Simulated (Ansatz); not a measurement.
Species: TeCl, charge 0, doublet. TeCl (SMILES Cl[Te], doublet).
B3LYP-D3(BJ)/def2-TZVP minimum from Ansatz (a first-principles code):
```
Te
Cl 1 2.3399
```
Charge 0, spin multiplicity 2.

Total energies in hartree (Ansatz). Open shells are spin-unrestricted; no spin-orbit coupling. Correlated methods leave the cores frozen (noble-gas shells, and filled d and f shells in the p block). Past Kr the def2 sets carry scalar-relativistic core potentials. Spin-orbit terms, left out, reach several kcal/mol for Br and I, and more for heavier atoms.

```csv
species,HF/def2-TZVPP,CCSD(T)/def2-TZVPP,HF/def2-QZVPP,CCSD(T)/def2-QZVPP,CCSDT(Q)/def2-TZVPP
"1: TeCl (SMILES Cl[Te], doublet)",-726.52772,-726.86598,-726.54355,-726.91580,-726.86792
2: Te (triplet),-267.00555,-267.11065,-267.00694,-267.12283,-267.11130
3: Cl (doublet),-459.47685,-459.66464,-459.48954,-459.69535,-459.66548
```

Work out the atomisation energy (electronic, to ground-state atoms) in kcal/mol: take Hartree-Fock from def2-QZVPP, extrapolate the CCSD(T) correlation energy as X^-3 (X = 3, 4), and add CCSDT(Q) - CCSD(T) in def2-TZVPP. 1 hartree = 627.51 kcal/mol.


Species 1: correlation (64·(-0.37225) - 27·(-0.33826))/37 = -0.39705; step -0.00194; E1 = -726.54355 + (-0.39705) + (-0.00194) = -726.94254
Species 2: correlation (64·(-0.11589) - 27·(-0.10510))/37 = -0.12376; step -0.00065; E2 = -267.00694 + (-0.12376) + (-0.00065) = -267.13135
Species 3: correlation (64·(-0.20581) - 27·(-0.18779))/37 = -0.21896; step -0.00084; E3 = -459.48954 + (-0.21896) + (-0.00084) = -459.70934
-1·E1 +1·E2 +1·E3 = 0.10185 hartree = 63.9 kcal/mol.
